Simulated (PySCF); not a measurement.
## Indium: highly charged ions in a basis for the neutral atom

In⁶⁺ [Kr] 4d7, In⁷⁺ [Kr] 4d6. All numbers are calculated (PySCF 2.14, the spin-free X2C one-electron Hamiltonian (Gaussian nucleus), in x2c-TZVPall). No spin-orbit coupling, so a gap to NIST mixes the basis error with missing relativistic terms.

Changed run: basis of the neutral atom used for a highly charged ion. This setting is unsound on purpose.

```json
{"species": "In⁶⁺", "method": "UHF", "sound run (hartree)": "not run", "changed run (hartree)": "-5868.50775", "converged": "yes"}
{"species": "In⁶⁺", "method": "PBE0", "sound run (hartree)": "not run", "changed run (hartree)": "-5870.51972", "converged": "yes"}
{"species": "In⁶⁺", "method": "r2SCAN", "sound run (hartree)": "not run", "changed run (hartree)": "-5870.86935", "converged": "yes"}
{"species": "In⁷⁺", "method": "UHF", "sound run (hartree)": "not run", "changed run (hartree)": "-5864.45613", "converged": "yes"}
{"species": "In⁷⁺", "method": "PBE0", "sound run (hartree)": "not run", "changed run (hartree)": "-5866.40731", "converged": "yes"}
{"species": "In⁷⁺", "method": "r2SCAN", "sound run (hartree)": "not run", "changed run (hartree)": "-5866.76019", "converged": "yes"}
```

Ionisation energy of In⁶⁺:

| method | changed run (eV) | NIST (eV) |
| --- | --- | --- |
| UHF | 110.25 | 109 ± 2 |
| PBE0 | 111.90 | 109 ± 2 |
| r2SCAN | 111.82 | 109 ± 2 |

The contracted functions were made for the neutral atom and can be too rigid for a highly charged ion.
